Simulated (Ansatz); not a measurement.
Total energies of Rb₆ (the lowest singlet isomer of a short search) from Ansatz at PBE0/def2-TZVP, gas phase (1 Eh = 27.2114 eV = 2625.5 kJ/mol). The reference geometry is relaxed at PBE0/def2-SVP.

Cartesian coordinates in Å:
```
Rb 1.791 2.539 2.605
Rb 0.862 -2.629 -3.049
Rb -3.046 -2.768 -0.216
Rb 3.869 0.891 -1.478
Rb -2.623 0.612 3.258
Rb -0.853 1.354 -1.120
```

```csv
state,geometry,energy (Eh)
charge 0 singlet,reference,-144.57406
charge 1 doublet,reference,-144.44982
free Rb atom (doublet),–,-24.08178
```

In the def2 sets Rb takes a core potential; there is no spin–orbit coupling.

(1) Work out the vertical ionisation energy to the doublet.

(2) What is the binding energy per atom against free atoms?

(1) E(charge 1 doublet) − E(charge 0 singlet) = -144.44982 − (-144.57406) = 0.12424 Eh = 3.38 eV. For comparison, −ε of the highest occupied level is 2.62 eV at this level, 0.76 eV less.

(2) Atoms: 6 × (-24.08178) = -144.49068 Eh. Binding: -144.49068 − (-144.57406) = 0.08338 Eh = 2.27 eV, or 0.38 eV for each of 6 atoms (no zero-point energy, no counterpoise term).

The restricted singlet is unstable towards broken spin symmetry in Hartree–Fock (as tested in another run); at PBE0/def2-TZVP this wasn't settled. At PBE0/def2-TZVP the charge 1 doublet is spin-contaminated (final ⟨S²⟩ up to 0.87, 0.75 for a pure state). 

The structure comes from a short search, and lower isomers may exist.
